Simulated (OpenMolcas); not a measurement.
Eu3+ with its 6 nearest oxide ions at 2.416 Å, on the Sr site of SrO (a = 5.1602 Å, distance in the model lattice 2.580 Å). The rest of the host is ab initio model potentials to 7.6 Å, with orthogonalisation functions on the cations behind the ligands, and point charges beyond; the distance is set by hand and nothing relaxes, and no local charge compensation is placed. Ligand basis ANO-RCC-VDZP.

```
Program             : OpenMolcas
Method              : CASSCF
Basis               : ANO-RCC-VDZP [7s6p4d2f1g]
Scalar Hamiltonian  : DKH2, point nucleus
Active space        : 6 electrons in 7 orbitals (4f)
State averaging     : 2S+1 = 7 even, 7 roots; 2S+1 = 5 even, 77 roots kept (CI in the orbitals of an earlier block); 2S+1 = 3 even, 3 roots kept (CI in the orbitals of an earlier block)
Spin-orbit coupling : state interaction with AMFI integrals over the reference wave functions
```

(1) What is the spin-free ground state (labels of O, the rotations of Oh)?

(2) Where is the first state of the same spin?

(3) What are the lowest two levels with spin-orbit coupling?

(4) What is χT at 300 K, and how does it compare with the textbook value?

Answers

(1) 7T1, 3-fold in its orbital part, 100 % from free-ion F terms; it has the highest spin that f6 allows.

(2) 7T2 at 575 cm-1 above the ground state.

(3) A 1-fold level A1, then a 3-fold level T1 358.5 cm-1 above it. Their leading multiplicities are 7 (95 %) and 7 (96 %).

(4) Hund's rules give f6 a J = 0 ground level with no moment of its own; the computed χT of 1.367 cm3 K/mol at 300 K comes from higher levels.

High states are left out of the spin-orbit mixing, which shifts the levels that they would mix with. Without dynamic correlation the ligand-field splitting of an f shell can come out too small, at times by half. The first state left out of the spin-orbit step lies near 46000 cm-1 above the lowest spin-free state of the reference (among the parities and spins computed), and the lists stop at four fifths of that energy or lower. No measured value stands beside these numbers; the geometry was set by hand and not optimised.
